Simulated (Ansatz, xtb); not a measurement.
# Relaxing a trial structure of CH2F3Si+

The starting geometry of this gas-phase singlet was built from a drawn formula by distance geometry and a force field; its bonds are those of `[CH2+][Si](F)(F)F`.

| atom | x (Å) | y (Å) | z (Å) |
| --- | --- | --- | --- |
| C | -1.3101 | 0.6619 | 0.4214 |
| F | -2.7437 | -1.5754 | 1.1142 |
| F | -3.3266 | -0.4047 | -1.1717 |
| F | -1.0532 | -1.7652 | -0.8815 |
| Si | -2.1540 | -0.8344 | -0.1348 |
| H | -0.3306 | 0.8525 | 0.0790 |
| H | -1.8176 | 1.3280 | 1.0757 |

Problem. Where would you expect an optimisation with r2SCAN-D4/def2-SVP to take it?

Solution. It keeps its bonds, and is `[CH2+][Si](F)(F)F`.

The energy falls by 0.62 eV over 19 steps:

```csv
step,E − E(last) (eV)
1,0.617
3,0.232
5,0.156
7,0.135
9,0.109
11,0.081
13,0.023
15,0.003
17,0.000
19,0.000
```

Final geometry (Å):

```xyz
7

C    -1.4182    0.6219    0.3278
F    -2.9636   -1.7845    1.0409
F    -2.6736    0.2031   -0.7957
F    -1.1538   -2.0534   -0.8806
Si   -1.9493   -1.0997    0.0684
H    -0.6522    1.0932   -0.3052
H    -1.9251    1.2822    1.0467
```

From the same start GFN2-xTB ends elsewhere, at `FC[Si+](F)F`.

No frequencies were run, so the end isn't proven a minimum. Run with Ansatz 0.2.0, 51 s on 1 thread of Intel(R) Xeon(R) Platinum 8259CL CPU @ 2.50GHz (Skylake/Cascade Lake), with other jobs on the host.
